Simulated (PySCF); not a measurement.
# Working with the constants of AsC

PBE0 constants of AsC, ²Σ⁺ (doublet), unpaired electrons σ ↑ (PySCF, scalar-relativistic core potentials, basis sets As cc-pVTZ-PP with ECP10, C cc-pVTZ; masses 74.9216 and 12.0000 u):

```
ωe           : 1061.9 cm⁻¹
ωexe         : 7.71 cm⁻¹
Be           : 0.58806 cm⁻¹
αe           : 0.00435 cm⁻¹
De to As + C : 4.34 eV
```

(1) What force constant and bond length do these constants imply?

(2) Estimate the centrifugal constant D from the Kratzer relation and find the Dunham coefficient a1.

Spin–orbit coupling is left out. The state was picked by a PBE0 search and need not be the measured ground state.

Answers

(1) Reduced mass μred = 10.343 u; k = 5.8918×10⁻⁷·μred·ωe² (u, cm⁻¹, mdyn/Å) = 6.87 mdyn/Å; Re = √(16.8576/(μred·Be)) (u, cm⁻¹, Å) = 1.665 Å.

(2) D = 4Be³/ωe² = 7.21e-07 cm⁻¹; a1 = −1 − αeωe/(6Be²) = -3.23.
